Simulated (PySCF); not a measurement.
H$_{3}$AlF$_{2}$Si (SMILES [F][Al]([F])[SiH3]), singlet, geometry from GFN2-xTB (such geometries of metal compounds can be far from the true shape). Base run: PBE0/6-31G (PySCF).

Input for PySCF:
```python
from pyscf import gto, scf, dft, solvent

mol = gto.Mole()
mol.atom = '''
    Al   -0.40344110    0.21418151   -0.27886861
    F    -1.86736396   -0.52982458   -0.50855170
    F    -0.35102165    1.69968854   -1.01324391
    Si    1.40851671   -0.74277383    0.96677384
    H     1.92499235    0.16235555    2.00884772
    H     2.56751063   -1.09496517    0.12696881
    H     0.99846807   -1.98169192    1.65080221
'''
mol.basis = '6-31g'
mol.verbose = 4
mol.build()

mf = dft.RKS(mol)
mf.xc = 'pbe0'
mf.kernel()
```

Variants of this job, named by their change:

| change | ΔE vs base (kcal/mol) | dipole (D) | HOMO-LUMO gap (eV) |
|---|---|---|---|
| base | 0.000 | 2.80 | 7.68 |
| model = IEF-PCM; solvent = dichloromethane | … | 3.00 | … |
| model = ddCOSMO; solvent = toluene | … | … | … |
| model = IEF-PCM; solvent = toluene; lebedev_order = 11 | -4.88 | 2.95 | 7.78 |
| model = SS(V)PE; solvent = toluene | -4.89 | 2.94 | 7.79 |
| model = IEF-PCM; solvent = toluene; vdw_scale = 1.4 | -2.56 | 2.93 | 7.74 |
| model = IEF-PCM; solvent = toluene; vdw_scale = 1.0 | -10.95 | 2.93 | 7.86 |
| model = IEF-PCM; solvent = toluene | -4.92 | 2.94 | 7.79 |
| model = C-PCM; solvent = toluene | -5.98 | 2.92 | 7.84 |
| model = IEF-PCM; solvent = water | -10.46 | 3.00 | 7.95 |
| model = IEF-PCM; solvent = toluene; vdw_scale = 1.1 | -7.17 | 2.94 | 7.83 |
| model = IEF-PCM; solvent = methanol | … | 3.00 | … |

### Question
Complete the blanks.

### Answer

- model = IEF-PCM; solvent = dichloromethane, ΔE vs base (kcal/mol): -8.87
- model = IEF-PCM; solvent = dichloromethane, HOMO-LUMO gap (eV): 7.90
- model = ddCOSMO; solvent = toluene, ΔE vs base (kcal/mol): -4.49
- model = ddCOSMO; solvent = toluene, dipole (D): 2.96
- model = ddCOSMO; solvent = toluene, HOMO-LUMO gap (eV): 7.77
- model = IEF-PCM; solvent = methanol, ΔE vs base (kcal/mol): -10.16
- model = IEF-PCM; solvent = methanol, HOMO-LUMO gap (eV): 7.94

The base is the gas phase, so ΔE is the electrostatic part of solvation at a fixed geometry, without cavity and dispersion terms.
